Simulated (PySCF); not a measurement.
C4H12O3Si.
Bonds: C1–O2, O2–C3, C3–Si4, Si4–O5, O5–C6, Si4–O7, O7–C8. Hydrogens: H9, H10, H11 on C1; H12, H13 on C3; H14 on Si4; H15, H16, H17 on C6; H18, H19, H20 on C8.

A calculation gives these core lines: C 1s: 291.38 (area 1), 292.14 (area 2), 292.17 (area 1) eV; O 1s: 537.76 (area 2), 538.46 (area 1) eV; Si 1s: 1847.25 eV; Si 2p3/2: 107.19 eV.

Computed, not measured: delta-SCF UKS SCAN, pcX-2 on the ionised atom, pcseg-1 elsewhere, spin-free X2C (PySCF 2.14.0). One conformer (not necessarily the lowest) at the PBE0-D3(BJ)/def2-SVP geometry, without solvent, vibrations or thermal averaging.

Order the oxygen atoms by O 1s binding energy.

537.76 eV: O5/O7 (silyl ether oxygen); 538.46 eV: O2 (ether oxygen). The listed O 1s values span 0.70 eV, from O5/O7 (bonded to C and Si) to O2 (bonded to 2 C). Summing the Pauling electronegativity differences to the bonded atoms, each weighted by its formal bond order, gives -2.43 for the lowest site and -1.78 for the highest.

Bonded neighbours of each site: C1: O and 3 H; O2: 2 C; C3: O, 2 H and Si; Si4: 2 O, C and H; O5/O7: C and Si; C6/C8: O and 3 H.

Express the binding energy of O 1s of O5/O7 in atomic units and per mole.

537.76 eV = 19.7623 Eh = 51886 kJ/mol.

Topologically equivalent atoms share the value of their first member; where this conformer doesn't relate them by symmetry, their own values could differ. For 2p shells one spin-free hole was relaxed; a mean-field spin–orbit operator and the ground-state splitting of the three 2p orbitals were then diagonalised within the shell. The shell's mean is (2 × 2p3/2 + 2p1/2)/3, and the degeneracies 2j + 1 give areas of 2:1. 2p1/2 minus 2p3/2 (ligand field included): Si 0.63 eV.

Conformer computed: `[CH3:1][O:2][CH2:3][SiH:4]([O:5][CH3:6])[O:7][CH3:8]`: C1–O2–C3–Si4 179°, O2–C3–Si4–O5 -63°, C3–Si4–O5–C6 71°, C3–Si4–O7–C8 173°.
